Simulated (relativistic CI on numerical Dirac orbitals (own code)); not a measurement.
# Yb3+: resonant inelastic scattering at the N4,5 edge

Computed with this model: Dirac-Coulomb-Breit CI, separate exchange-only KLI orbitals for each configuration, model QED, valence Slater integrals scaled by 0.9, Kramers-Heisenberg scattering through one core-hole configuration in a parametric crystal field; configurations [Xe] 4f13 → [Kr] 4d9 4f14 5s2 5p6; 80 K; core-hole width 0.3 eV; summed over polarisations. Incident energies are the highest absorption maxima for each field (at most a few, so the weaker spin-orbit partner edge can be absent), on the computed scale of the free ion. Intensities are in per cent of the strongest line above 0.02 eV; levels within 1 cm⁻¹ are merged; final levels count from the ground level, the first row holds all elastic scattering, lines under 0.4 are left out and each table stops after 24 rows. The scale of the Slater integrals is a model choice and moves the terms in proportion.

Field parameters in Wybourne normalisation. The field is a parameter set, without covalency.

S is read from ⟨S²⟩ = S(S + 1).

D4h, B20 = -1110, B40 = 670, B44 = 1180, B60 = 440, B64 = 20 cm⁻¹:

```
Final level (eV)  Degeneracy  Irrep     S  185.6 eV
           0.000           2     Γ6  0.50     363.3
           0.043           2     Γ7  0.50     100.0
           0.082           2     Γ6  0.50      29.7
           0.104           2     Γ7  0.50      35.8
           1.261           2     Γ7  0.50      17.4
           1.338           2     Γ6  0.50       1.1
           1.344           2     Γ7  0.50      10.4
```

C2v, B20 = -480, B22 = -370, B40 = -330, B42 = 490, B44 = 170, B60 = 690, B62 = -390, B64 = 80, B66 = -30 cm⁻¹:

```tsv
Final level (eV)	Degeneracy	S	185.5 eV
0.000	2	0.50	664.6
0.012	2	0.50	298.9
0.042	2	0.50	100.0
0.059	2	0.50	70.3
1.260	2	0.50	30.2
1.284	2	0.50	21.2
1.312	2	0.50	7.5
```

D3h, B20 = 280, B40 = 270, B60 = -310, B66 = 340 cm⁻¹:

```csv
Final level (eV),Degeneracy,S,185.5 eV
0.000,2,0.50,508.7
0.002,2,0.50,167.0
0.013,2,0.50,63.1
0.024,2,0.50,100.0
1.255,2,0.50,19.7
1.269,2,0.50,16.6
1.275,2,0.50,5.9
```

For the first field the strongest loss at the lowest incident energy is the level at 0.04 eV (S = 0.50, against 0.50 in the thermal ground state).
